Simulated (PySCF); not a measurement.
Co(2+) (cobalt, charge +2): PW91 calculation

Configuration: [Ar] 3d7, high-spin 4F determinant. All numbers are calculated (PySCF 2.14, the spin-free X2C one-electron Hamiltonian (Gaussian nucleus), in aug-cc-pwCVTZ-DK with one added diffuse shell each of s, p, d, f, g type (11s10p8d5f4g, 152 functions)).

- Total energy: -1392.432 hartree
- One-electron energy: -1908.056 hartree
- Hartree (Coulomb) energy: 575.257 hartree
- Exchange-correlation energy: -59.633 hartree
- ⟨S²⟩: 3.7512
- ⟨L²⟩: 12.009
- Sum of ⟨r⟩: 15.54 bohr
- Sum of ⟨r²⟩: 16.08 bohr²
- Langevin diamagnetic susceptibility: -12.7 ×10⁻⁶ cm³/mol
- Time after the integrals: about 8 core-seconds

```
shell  electrons  mean orbital energy (hartree)  spread (hartree)  rms radius, mean of both spins (bohr)
 1s β          1                     -279.55361                 0                                 0.0649
 1s α          1                     -279.55334                 0                                 0.0649
 2s α          1                      -33.72433                 0                                  0.277
 2s β          1                      -33.66547                 0                                  0.277
 2p α          3                      -28.98772                 0                                  0.249
 2p β          3                      -28.94327                 0                                  0.249
 3s α          1                       -4.51051                 0                                  0.833
 3s β          1                       -4.38163                 0                                  0.833
 3p α          3                       -3.16220                 0                                  0.888
 3p β          3                       -3.03583                 0                                  0.888
 3d α          5                       -1.04190           0.04411                                   1.16
 3d β          2                       -0.95669                 0                                   1.16
```

Densities and radii are taken from the X2C orbitals without a picture-change correction, which distorts them close to the nucleus.
